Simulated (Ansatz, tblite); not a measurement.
Forces on the cluster GeO₃H₂ at its PBE-D4/def2-SVP geometry. The state is a singlet with charge 0.

The xTB rows come from tblite. The structure holds 1 bond(s) between oxygen atoms. Another isomer (singlet) lies 0.93 eV lower at PBE0-D4/def2-TZVP; other spin states weren't run for this one.

GFN1-xTB (tblite), largest force 1.54 eV/Å:

```xyz
6
positions Å, forces eV/Å
Ge    0.888   -0.355    0.474    0.250   -0.106    0.553
O     2.363   -1.069    0.306   -1.248    0.610    0.005
O    -1.513    0.303   -0.449    1.132    0.081   -1.045
O    -0.245   -0.216   -0.952   -0.651    0.348    1.140
H    -1.619    1.072   -1.050   -0.169   -0.406    0.315
H     0.125    0.266    1.672    0.685   -0.526   -0.969
```

GFN2-xTB (tblite), largest force 2.42 eV/Å:

```
Ge 1.833 -0.958 -0.196
O -2.179 1.045 0.129
O 1.037 0.193 -1.001
O -0.620 0.296 1.005
H -0.178 -0.450 0.411
H 0.106 -0.126 -0.348
```

PBE-D4/def2-TZVP (Ansatz), largest force 0.32 eV/Å:

```
Ge -0.032 0.021 0.039
O -0.023 0.009 -0.021
O -0.231 0.223 -0.023
O 0.289 -0.134 -0.032
H -0.020 -0.095 0.100
H 0.017 -0.024 -0.064
```
